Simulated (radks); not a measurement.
The numbers below are computed, except where a source is named.
Problem. Radial electron density D(r) = 4 pi r^2 rho(r) of an atom or ion with 49 electrons. Code: a radial shooting solver on a logarithmic mesh with Libxc functionals. Model: scalar-relativistic Kohn-Sham, BLYP, spin-polarised, spherical densities, point nucleus.

```
   r/bohr * D(r) (the largest magnitude, 85.5, reaches the edge; | marks zero)
 0.001479 | *
 0.001957 |   *
 0.002611 |     *
 0.003454 |        *
 0.004607 |             *
 0.006096 |                  *
 0.008066 |                          *
  0.01076 |                                 *
  0.01423 |                                        *
  0.01883 |                                          *
  0.02512 |                                         *
  0.03324 |                                     *
  0.04397 |                                      *
  0.05865 |                                             *
   0.0776 |                                                      *
   0.1035 |                                                    *
   0.1369 |                                         *
   0.1812 |                                       *
   0.2417 |                                              *
   0.3198 |                                     *
   0.4231 |                   *
   0.5643 |              *
   0.7467 |                *
   0.9879 |           *
    1.318 |    *
    1.743 | *
    2.325 |*
    3.077 *
    4.071 *
     5.43 *
```

What is the nuclear charge?

Solution. Z = 52. The innermost maximum, from 1s, lies near gamma/Z bohr with gamma = sqrt(1 - (Z/c)^2) = 0.925, here 0.0178 bohr (found: 0.0194), and its height grows with Z. The density is that of the tellurium ion Te3+ in [Kr] 4d10 5s2 5p(up 0.5, down 0.5); the configuration itself is not fixed sharply by these data, and Z only to a few units. D(r) has 4 maxima, at r = 0.0194, 0.0861, 0.250, 0.723 bohr, and minima at 0.0381, 0.163, 0.529 bohr, inside which lie 1.99, 11.15, 28.98 electrons.
